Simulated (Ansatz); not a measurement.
One change: `NBOCN` becomes `N=COBN`.

Ansatz, PBE0-D4/def2-TZVP geometries, multiplicity 1. Each molecule was computed in one conformer, which needn't be the lowest.

```csv
property,`NBOCN`
"ideal-gas entropy at 298 K and 1 bar (rigid rotor, harmonic PBE0-D4/def2-TZVP) / J/(mol·K)",330
LUMO energy (PBE0/def2-TZVPP) / eV,1.17
LUMO energy (B3LYP/def2-TZVPP) / eV,0.81
zero-point energy (PBE0-D4/def2-TZVP) / kJ/mol,264.5
HOMO energy (PBE0/def2-TZVPP) / eV,-7.17
HOMO–LUMO gap (B3LYP/def2-TZVPP) / eV,7.75
```

Problem. What does the change do to each property? (Best estimate.)

Solution. Ansatz gave: 
```csv
property,`N=COBN`,shift
"ideal-gas entropy at 298 K and 1 bar (rigid rotor, harmonic PBE0-D4/def2-TZVP) / J/(mol·K)",305,-25
LUMO energy (PBE0/def2-TZVPP) / eV,-0.08,-1.25
LUMO energy (B3LYP/def2-TZVPP) / eV,-0.35,-1.16
zero-point energy (PBE0-D4/def2-TZVP) / kJ/mol,204.6,-59.9
HOMO energy (PBE0/def2-TZVPP) / eV,-7.99,-0.82
HOMO–LUMO gap (B3LYP/def2-TZVPP) / eV,7.40,-0.35
```

With PBE0 the HOMO falls by 0.82 eV and the LUMO falls by 1.25 eV, so the gap narrows by about 0.43 eV. PBE moves the HOMO by -0.98 eV and ωB97M-V by -0.72 eV. The zero-point energy changes by -59.9 kJ/mol with -6 modes.

B3LYP here is the variant with VWN-RPA as its local correlation; programs differ in this.
